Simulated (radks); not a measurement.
The numbers below are computed, except where a source is named.
Removal energies from the xenon ion Xe7+, [Kr] 4d10 5s1, by Delta-SCF beside the eigenvalue of the level emptied. Level of theory: scalar-relativistic Kohn-Sham, PBEsol, spin-polarised, spherical densities, finite nucleus; Fermi nuclear charge, rms radius of each element as measured or else 0.836 A^(1/3) + 0.57 fm (a radial shooting solver on a logarithmic mesh with Libxc functionals). Open shells are filled with parallel spins first.

[
 {"removed from": "5s", "final configuration": "[Kr] 4d10", "Delta-SCF (eV)": "106.92", "-eigenvalue (eV)": "100.50"},
 {"removed from": "4d", "final configuration": "[Kr] 4d9 5s1", "Delta-SCF (eV)": "162.27", "-eigenvalue (eV)": "150.61"},
 {"removed from": "4p", "final configuration": "[Ar] 3d10 4s2 4p5 4d10 5s1", "Delta-SCF (eV)": "245.82", "-eigenvalue (eV)": "233.25"},
 {"removed from": "4s", "final configuration": "[Ar] 3d10 4s1 4p6 4d10 5s1", "Delta-SCF (eV)": "302.71", "-eigenvalue (eV)": "289.62"}
]
